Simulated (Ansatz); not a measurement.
System: HSO$_{3}$, charge 0, doublet. HSO3 (SMILES O=[S](O)=O, doublet).
B3LYP-D3(BJ)/def2-TZVP minimum from Ansatz (a first-principles code):
```xyz
5

O      0.4342    -0.6993    -1.1852
S     -0.2804     0.0183     0.0913
O      0.2653    -0.5711     1.2992
O     -0.2259     1.4334    -0.1815
H      0.6974    -1.5966    -0.9218
```
Charge 0, spin multiplicity 2.

Total energies in hartree (Ansatz). Open shells are spin-unrestricted; no spin-orbit coupling. Correlated methods leave the cores frozen. No relativity. For partners of very few electrons the exact lower level stands in for a higher one.

```csv
species,HF/cc-pV(T+d)Z,CCSD(T)/cc-pV(T+d)Z,HF/cc-pV(Q+d)Z,CCSD(T)/cc-pV(Q+d)Z,CCSD(T)/cc-pV(D+d)Z,CCSDT(Q)/cc-pV(D+d)Z
"1: HSO3 (SMILES [S](=O)(O)=O, doublet)",-622.74072,-623.66822,-622.76551,-623.76440,-623.33683,-623.34070
2: O (triplet),-74.81176,-74.97396,-74.81729,-74.99357,-74.90995,-74.91013
3: S (triplet),-397.50938,-397.65444,-397.51264,-397.66785,-397.60412,-397.60456
4: H (doublet),-0.49981,-0.49981,-0.49995,-0.49995,-0.49928,-0.49928
```

Problem. Work out the atomisation energy (electronic, to ground-state atoms) in kcal/mol: take Hartree-Fock from cc-pV(Q+d)Z, extrapolate the CCSD(T) correlation energy as X^-3 (X = 3, 4), and add CCSDT(Q) - CCSD(T) in cc-pV(D+d)Z. 1 hartree = 627.51 kcal/mol.

Solution. 
Species 1: correlation (64·(-0.99889) - 27·(-0.92750))/37 = -1.05099; step -0.00387; E1 = -622.76551 + (-1.05099) + (-0.00387) = -623.82037
Species 2: correlation (64·(-0.17628) - 27·(-0.16220))/37 = -0.18655; step -0.00018; E2 = -74.81729 + (-0.18655) + (-0.00018) = -75.00402
Species 3: correlation (64·(-0.15521) - 27·(-0.14506))/37 = -0.16262; step -0.00044; E3 = -397.51264 + (-0.16262) + (-0.00044) = -397.67570
Species 4: correlation (64·(0.00000) - 27·(0.00000))/37 = 0.00000; step +0.00000; E4 = -0.49995 + (0.00000) + (+0.00000) = -0.49995
-1·E1 +3·E2 +1·E3 +1·E4 = 0.63266 hartree = 397.0 kcal/mol.
